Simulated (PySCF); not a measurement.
Species: C6H3F.
Numbering: `[CH:1]#[C:2]/[CH:3]=[C:4](\[F:5])[C:6]#[CH:7]` (hydrogens: H8 on C1; H9 on C3; H10 on C7)

The geometry is computed with GFN2-xTB (gas phase).

**Question.** What internal coordinates does the optimisation give?

**Answer.** 
```
  bond  length (Å)
 C1≡C2       1.202
 C2–C3       1.403
 C3=C4       1.342
 C4–F5       1.351
 C4–C6       1.410
 C6≡C7       1.202
 C1–H8       1.049
 C3–H9       1.080
C7–H10       1.049
```

A selection of angles:
```
    angle  degrees
 C2–C1–H8    179.6
 C1–C2–C3    179.6
 C2–C3–C4    123.6
 C2–C3–H9    117.6
 C4–C3–H9    118.8
 C3–C4–F5    120.9
 C3–C4–C6    124.2
 F5–C4–C6    114.9
 C4–C6–C7    178.1
C6–C7–H10    178.7
```

Torsions: C2–C3–C4–F5 0° (synperiplanar).

The 5 C–C bonds span 1.202 Å (C6≡C7, drawn triple) to 1.410 Å (C4–C6, drawn single), a spread of 0.208 Å. The 7 heavy atoms lie in one plane (0.001 Å rms).

Point group: Cs (every atom within 0.08 Å of its image). GFN2-xTB frequencies: not computed here.
